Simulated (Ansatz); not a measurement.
Start from `CO[SiH2]BO` and change one atom or group to get `CO[SiH2]O[SiH3]`.

Ansatz, PBE0-D4/def2-TZVP geometries, multiplicity 1. Each molecule was computed in one conformer, which needn't be the lowest.

| property | `CO[SiH2]BO` |
| --- | --- |
| HOMO energy (B3LYP/def2-TZVPP) / eV | -7.56 |
| HOMO–LUMO gap (PBE0/def2-TZVPP) / eV | 6.76 |
| LUMO energy (PBE/def2-TZVPP) / eV | -1.96 |
| HOMO–LUMO gap (ωB97M-V/def2-TZVPP) / eV | 10.92 |
| HOMO energy (ωB97M-V/def2-TZVPP) / eV | -9.93 |
| LUMO energy (PBE0/def2-TZVPP) / eV | -0.98 |

(1) Give the same properties after the change, and the shifts. (Estimate.)

Answers

(1) Computed: 
```json
{"property": "HOMO energy (B3LYP/def2-TZVPP) / eV", "`CO[SiH2]O[SiH3]`": "-8.25", "shift": "-0.69"}
{"property": "HOMO–LUMO gap (PBE0/def2-TZVPP) / eV", "`CO[SiH2]O[SiH3]`": "8.59", "shift": "1.83"}
{"property": "LUMO energy (PBE/def2-TZVPP) / eV", "`CO[SiH2]O[SiH3]`": "-0.76", "shift": "1.20"}
{"property": "HOMO–LUMO gap (ωB97M-V/def2-TZVPP) / eV", "`CO[SiH2]O[SiH3]`": "12.65", "shift": "1.73"}
{"property": "HOMO energy (ωB97M-V/def2-TZVPP) / eV", "`CO[SiH2]O[SiH3]`": "-10.86", "shift": "-0.93"}
{"property": "LUMO energy (PBE0/def2-TZVPP) / eV", "`CO[SiH2]O[SiH3]`": "0.11", "shift": "1.09"}
```

With PBE0 the HOMO falls by 0.73 eV and the LUMO rises by 1.09 eV, so the gap widens by about 1.82 eV. PBE moves the HOMO by -0.47 eV and ωB97M-V by -0.93 eV.

B3LYP here is the variant with VWN-RPA as its local correlation; programs differ in this.
